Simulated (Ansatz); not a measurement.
Mulliken charges of FH4O2Si2, SMILES `O[Si](O)(F)[SiH2]` radical from PBE/def2-TZVPP in Ansatz (PBE0-D4/def2-TZVP geometry).

```
atom   x (Å)   y (Å)   z (Å)  charge (e)
  O1  -1.254   0.545   1.189      -0.340
 Si2  -0.212  -0.330   0.283       0.660
  O3   0.808  -1.122   1.269      -0.338
  F4  -1.100  -1.370  -0.551      -0.269
 Si5   1.091   0.977  -1.120      -0.049
  H6  -2.119   0.735   0.822       0.197
  H7   0.447  -1.591   2.024       0.194
  H8   2.045   0.226  -1.978      -0.025
  H9   0.294   1.931  -1.938      -0.030
```

Task: By hand: the dipole of these point charges (1 e Å = 4.8032 D).

Result: Σ q r = (-0.135, 0.069, 0.219) e Å, of length 0.266 e Å = 1.28 D.

Task: How does the dipole of the full density compare? (Best estimate.)

Result: Ansatz gave: (-0.235, 0.060, 0.135) e Å, 1.33 D; the point charges give 0.96 times that, at 28° from its direction.

Point charges leave out the atoms' own dipoles, such as those of lone pairs, and Mulliken's split depends on the basis, so the two needn't agree.
